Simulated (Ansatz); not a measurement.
C8H18Cl2Si, SMILES `CC(C)(C)[Si](Cl)(Cl)C(C)(C)C`. Total charge 0; spin multiplicity 1. The geometry is a stationary point of PBE0-D4/def2-TZVP.

```xyz
29

C     1.916   -1.001   -0.804
C     0.789   -0.189   -1.443
C    -0.255   -1.135   -2.039
C     1.373    0.670   -2.568
Si   -0.005    0.969   -0.168
Cl   -1.471    2.038   -1.165
Cl    1.446    2.327    0.408
C    -0.790    0.299    1.424
C    -1.384    1.481    2.196
C     0.263   -0.380    2.302
C    -1.908   -0.692    1.098
H     2.658   -0.363   -0.318
H     1.544   -1.716   -0.068
H     2.433   -1.575   -1.582
H    -1.091   -0.592   -2.484
H    -0.655   -1.831   -1.301
H     0.212   -1.732   -2.831
H     1.824    0.013   -3.320
H     2.149    1.346   -2.205
H     0.606    1.268   -3.064
H    -1.830    1.110    3.126
H    -0.624    2.219    2.461
H    -2.167    1.987    1.628
H     0.672   -1.280    1.839
H    -0.198   -0.680    3.249
H     1.093    0.289    2.536
H    -2.419   -0.977    2.024
H    -1.527   -1.609    0.644
H    -2.655   -0.263    0.427
```

What is the dipole moment at r2SCAN/def2-TZVPP? (Estimate.)

Computed: 2.29 D, with components (0.01, -2.26, 0.39) D in this frame, pointing from negative to positive charge.

And with PBE, B3LYP, ωB97M-V? (Estimate.)

The calculation gave: PBE 2.20 D, B3LYP 2.28 D, ωB97M-V 2.26 D.

Give the Mulliken charges with r2SCAN, PBE, B3LYP in def2-TZVPP. (An estimate is asked.)

The calculation gave: 
```csv
atom,r2SCAN,PBE,B3LYP
C1,-0.25,-0.30,-0.32
C2,0.21,0.13,0.12
C3,-0.25,-0.29,-0.32
C4,-0.23,-0.28,-0.31
Si5,0.50,0.44,0.57
Cl6,-0.25,-0.22,-0.26
Cl7,-0.25,-0.22,-0.26
C8,0.21,0.13,0.12
C9,-0.23,-0.28,-0.31
C10,-0.25,-0.29,-0.32
C11,-0.25,-0.30,-0.32
H12,0.07,0.09,0.10
H13,0.05,0.08,0.08
H14,0.05,0.07,0.08
H15,0.07,0.09,0.10
H16,0.06,0.08,0.09
H17,0.04,0.07,0.08
H18,0.04,0.07,0.08
H19,0.07,0.09,0.10
H20,0.07,0.09,0.10
H21,0.04,0.07,0.08
H22,0.07,0.09,0.10
H23,0.07,0.09,0.10
H24,0.06,0.08,0.09
H25,0.04,0.07,0.08
H26,0.07,0.09,0.10
H27,0.05,0.07,0.08
H28,0.05,0.08,0.08
H29,0.07,0.09,0.10
```

B3LYP here is the variant with VWN-RPA as its local correlation; programs differ in this.
